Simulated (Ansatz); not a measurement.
Reaction (formal exchange of groups at a B–F bond): `FB(F)F` + `C[SiH3]` → `C[SiH2]B(F)F` + H–F

Calculated with Ansatz (gas phase, PBE0-D4/def2-TZVP geometries, no zero-point term in ΔE). CCSD(T)/CBS adds triple-zeta CCSD(T) − MP2 to the extrapolated MP2 energy (def2 sets, frozen cores). This one scheme is used for every species. Each species was taken in one conformer, which may not be the lowest.

```tsv
species	CCSD/def2-TZVPP energy (Eh)
`FB(F)F`	-324.17928
`C[SiH3]`	-330.67892
`C[SiH2]B(F)F`	-554.45617
H–F	-100.33828
```

(1) Work out ΔE.

Largest T1 diagnostic among the species: 0.013.

Answers

(1) ΔE = (-554.45617) + (-100.33828) − (-324.17928) − (-330.67892) = 0.06375 Eh = +1.73 eV. CCSD(T)/CBS gives +1.63 eV.

The D4 term adds −0.06 eV with B3LYP and −0.03 eV with PBE0; it sums over pairs of atoms, weighted by their polarisabilities, and B3LYP, whose exchange is more repulsive, gets the larger term. From PBE to PBE0 (25 % exact exchange), in def2-TZVPP and without D4, ΔE moves by +0.08 eV.

B3LYP here is the variant with VWN-RPA as its local correlation; programs differ in this.
